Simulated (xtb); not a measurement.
xtb input (GFN2-xTB):

```bash
xtb mol.xyz --gfn 2 --sp --chrg 1 --uhf 0
```
mol.xyz:
```
3

V      0.20098375    -0.19904662     0.20724982
O      0.76014808     0.45450438    -1.15355574
O     -1.33797637     0.11775465     0.55771251
```

Output:

```
           -------------------------------------------------
          |                Calculation Setup                |
           -------------------------------------------------

           -------------------------------------------------
          |                 G F N 2 - x T B                 |
           -------------------------------------------------

        Reference                      10.1021/acs.jctc.8b01176
      * Hamiltonian:
        H0-scaling (s, p, d)           1.850000    2.230000    2.230000
        zeta-weighting                 0.500000
      * Dispersion:
        s8                             2.700000
        a1                             0.520000
        a2                             5.000000
        s9                             5.000000
      * Repulsion:
        kExp                           1.500000    1.000000
        rExp                           1.000000
      * Coulomb:
        alpha                          2.000000
        third order                    shell-resolved
        anisotropic                    true
        a3                             3.000000
        a5                             4.000000
        cn-shift                       1.200000
        cn-exp                         4.000000
        max-rad                        5.000000

          ...................................................
          :                      SETUP                      :
          :.................................................:
          :  # basis functions                  18          :
          :  # atomic orbitals                  17          :
          :  # shells                            7          :
          :  # electrons                        16          :
          :  max. iterations                   250          :
          :  Hamiltonian                  GFN2-xTB          :
          :  restarted?                      false          :
          :  GBSA solvation                  false          :
          :  PC potential                    false          :
          :  electronic temp.          300.0000000     K    :
          :  accuracy                    1.0000000          :
          :  -> integral cutoff          0.2500000E+02      :
          :  -> integral neglect         0.1000000E-07      :
          :  -> SCF convergence          0.1000000E-05 Eh   :
          :  -> wf. convergence          0.1000000E-03 e    :
          :  Broyden damping             0.4000000          :
          :  net charge                          1          :
          :  unpaired electrons                  0          :
          ...................................................

 iter      E             dE          RMSdq      gap      omega  full diag
   1     -1.9946471 -0.199465E+01  0.510E+01    1.24       0.0  T
   2     -5.1897000 -0.319505E+01  0.414E+01   22.01       1.0  T
   3     -6.4407550 -0.125105E+01  0.296E+01   10.05       1.0  T
   4     -6.6431099 -0.202355E+00  0.286E+01    8.99       1.0  T
   5     -6.0187321  0.624378E+00  0.323E+01   13.04       1.0  T
   6      2.4239128  0.844264E+01  0.735E+01    1.22       1.0  T
[...]
         7        2.0000           -0.8399577             -22.8564
         8        1.9993           -0.8057336             -21.9251 (HOMO)
         9        0.0007           -0.7906000             -21.5133 (LUMO)
        10                         -0.7465680             -20.3151
        11                         -0.7028682             -19.1260
        12                         -0.6873366             -18.7034
        13                         -0.6192072             -16.8495
       ...                                ...                  ...
        17                          0.0085248               0.2320
      -------------------------------------------------------------
                  HL-Gap            0.0151335 Eh            0.4118 eV
             Fermi-level           -0.7981668 Eh          -21.7192 eV

 SCC (total)                   0 d,  0 h,  0 min,  0.008 sec
 SCC setup                      ...        0 min,  0.000 sec (  0.783%)
 Dispersion                     ...        0 min,  0.000 sec (  0.251%)
 classical contributions        ...        0 min,  0.000 sec (  0.125%)
 integral evaluation            ...        0 min,  0.000 sec (  3.572%)
 iterations                     ...        0 min,  0.007 sec ( 91.006%)
 molecular gradient             ...        0 min,  0.000 sec (  3.674%)
 printout                       ...        0 min,  0.000 sec (  0.505%)

         :::::::::::::::::::::::::::::::::::::::::::::::::::::
         ::                     SUMMARY                     ::
         :::::::::::::::::::::::::::::::::::::::::::::::::::::
         :: total energy              -9.350811440756 Eh    ::
         :: gradient norm              0.090674318905 Eh/a0 ::
         :: HOMO-LUMO gap              0.411804505694 eV    ::
         ::.................................................::
         :: SCC energy                -9.382992057936 Eh    ::
         :: -> isotropic ES            0.181003099120 Eh    ::
         :: -> anisotropic ES         -0.006543142332 Eh    ::
         :: -> anisotropic XC         -0.015739550705 Eh    ::
         :: -> dispersion             -0.000845002521 Eh    ::
         :: repulsion energy           0.032180617179 Eh    ::
         :: add. restraining           0.000000000000 Eh    ::
         :: total charge               1.000000000000 e     ::
         :::::::::::::::::::::::::::::::::::::::::::::::::::::

           -------------------------------------------------
          |                Property Printout                |
           -------------------------------------------------

    * Orbital Energies and Occupations

         #    Occupation            Energy/Eh            Energy/eV
      -------------------------------------------------------------
         1        2.0000           -1.0526532             -28.6442
         2        2.0000           -0.9952862             -27.0831
         3        2.0000           -0.8619731             -23.4555
Note: The following floating-point exceptions are signalling: IEEE_DENORMAL
normal termination of xtb
         4        2.0000           -0.8503864             -23.1402
         5        2.0000           -0.8451824             -22.9986
         6        2.0000           -0.8401583             -22.8619
         7        2.0000           -0.8399577             -22.8564
         8        1.9993           -0.8057336             -21.9251 (HOMO)
         9        0.0007           -0.7906000             -21.5133 (LUMO)
        10                         -0.7465680             -20.3151
        11                         -0.7028682             -19.1260
        12                         -0.6873366             -18.7034
        13                         -0.6192072             -16.8495
        14                         -0.4093449             -11.1388
        15                         -0.3160100              -8.5991
        16                         -0.0778832              -2.1193
        17                          0.0085248               0.2320
      -------------------------------------------------------------
                  HL-Gap            0.0151335 Eh            0.4118 eV
             Fermi-level           -0.7981668 Eh          -21.7192 eV

     #   Z          covCN         q      C6AA      α(0)
     1  23 V        1.476     0.841   216.465    34.906
     2   8 O        0.738     0.080    14.117     5.035
     3   8 O        0.738     0.080    14.117     5.035

 Mol. C6AA /au·bohr⁶  :        470.143792
 Mol. C8AA /au·bohr⁸  :      34449.270494
 Mol. α(0) /au        :         44.976050

Wiberg/Mayer (AO) data.
largest (>0.10) Wiberg bond orders for each atom

 ---------------------------------------------------------------------------
     #   Z sym  total        # sym  WBO       # sym  WBO       # sym  WBO
 ---------------------------------------------------------------------------
     1  23 V    5.272 --     3 O    2.636     2 O    2.636
     2   8 O    2.801 --     1 V    2.636     3 O    0.165
     3   8 O    2.801 --     1 V    2.636     2 O    0.165
 ---------------------------------------------------------------------------

Topologies differ in total number of bonds
Writing topology from bond orders to xtbtopo.mol

molecular dipole:
                 x           y           z       tot (Debye)
 q only:        0.232      -0.230       0.239
   full:        1.489      -1.474       1.535       6.602
molecular quadrupole (traceless):
                xx          xy          yy          xz          yz          zz
 q only:        0.406      -0.100      -0.514      -0.506      -0.382       0.108
  q+dip:        0.355      -1.691      -0.533       1.194      -2.003       0.179
   full:       -2.146      -0.861       2.642       4.085       0.569      -0.496

           -------------------------------------------------
          | TOTAL ENERGY               -9.350811440756 Eh   |
          | GRADIENT NORM               0.090674318905 Eh/α |
          | HOMO-LUMO GAP               0.411804505694 eV   |
           -------------------------------------------------

------------------------------------------------------------------------
------------------------------------------------------------------------
 total:
 SCF:
```

This state (charge 1, singlet) is run at the relaxed geometry of the species with charge 0 and multiplicity 2.
